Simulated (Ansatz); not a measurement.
`C[N](C)[Zn][Br]` + H–F → `[F][Zn][Br]` + `CNC` at 298.15 K and 1 bar (ligand exchange at a Zn–N bond).

Gas-phase electronic energies from Ansatz, PBE0-D4/def2-TZVP geometries. CBS: MP2 limit from def2 TZ/QZ plus the TZ coupled-cluster correction, frozen cores. This one scheme is used for every species. For Br, Zn outer-core shells are correlated without core-valence functions, which leaves a few kJ/mol of doubt a bond. Scalar relativity is left out up to krypton. Each species was taken in one conformer, which may not be the lowest.

```json
{"species": "`C[N](C)[Zn][Br]`", "CCSD(T)/CBS energy (Eh)": "-4486.16677", "H − E (kJ/mol)": "238.5", "S (J/(mol·K))": "379.2"}
{"species": "H–F", "CCSD(T)/CBS energy (Eh)": "-100.39570", "H − E (kJ/mol)": "33.5", "S (J/(mol·K))": "173.6"}
{"species": "`[F][Zn][Br]`", "CCSD(T)/CBS energy (Eh)": "-4451.58211", "H − E (kJ/mol)": "21.1", "S (J/(mol·K))": "282.4"}
{"species": "`CNC`", "CCSD(T)/CBS energy (Eh)": "-135.00321", "H − E (kJ/mol)": "256.9", "S (J/(mol·K))": "271.4"}
```

H − E and S are ideal-gas, rigid-rotor, harmonic terms from PBE0-D4/def2-TZVP, for one conformer and one mirror image of each species. 1 Eh = 2625.50 kJ/mol, R = 8.31446 J/(mol·K).

Problem. By hand: ΔE, ΔH, ΔS and ΔG.

Solution. ΔE = (-4451.58211) + (-135.00321) − (-4486.16677) − (-100.39570) = -0.02285 Eh = -60.0 kJ/mol. Δ(H − E) = 21.1 + 256.9 − 238.5 − 33.5 = 6.0, so ΔH = -54.0 kJ/mol. ΔS = 282.4 + 271.4 − 379.2 − 173.6 = 1.0 J/(mol·K). ΔG = -54.0 − 298.15 × (1.0)/1000 = -54.3 kJ/mol.

Problem. By hand: the equilibrium constant, and the temperature at which ΔG would vanish if ΔH and ΔS stayed fixed.

Solution. log₁₀ K = −ΔG/(RT ln 10) = 9.5. ΔH and −TΔS have one sign here, so there is no such temperature.

The number of gas molecules stays the same, so ΔS is small and ΔH decides. A doubt of 5 kJ/mol in ΔE shifts log₁₀ K by 0.9 here. Other conformers and mirror images would add mixing entropy, several J/(mol·K) or more a flexible species. Modes under 60 cm⁻¹, often nearly free rotors, make the harmonic entropy too high. These are equilibria of isolated gas molecules and say nothing of rates. Largest T1 diagnostic: 0.014 (customary marks: 0.02 for closed shells, 0.045 for open ones).

ΔS is within the doubt of such terms, so its sign, and with it that verdict, could turn.
